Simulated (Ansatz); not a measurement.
`O=C1N[SiH]1F`, charge 0, multiplicity 1.

Q: Give a relaxed structure at PBE0-D4/def2-TZVP (Ansatz 0.2.0). (Best estimate.)

A: The calculation gave: 
```xyz
7

O     1.976    0.187   -1.129
C     0.957    0.056   -0.525
N    -0.334    0.523   -0.663
Si   -0.288   -0.457    0.742
F    -0.474    0.255    2.148
H    -0.733    1.122   -1.376
H    -1.104   -1.687    0.803
```
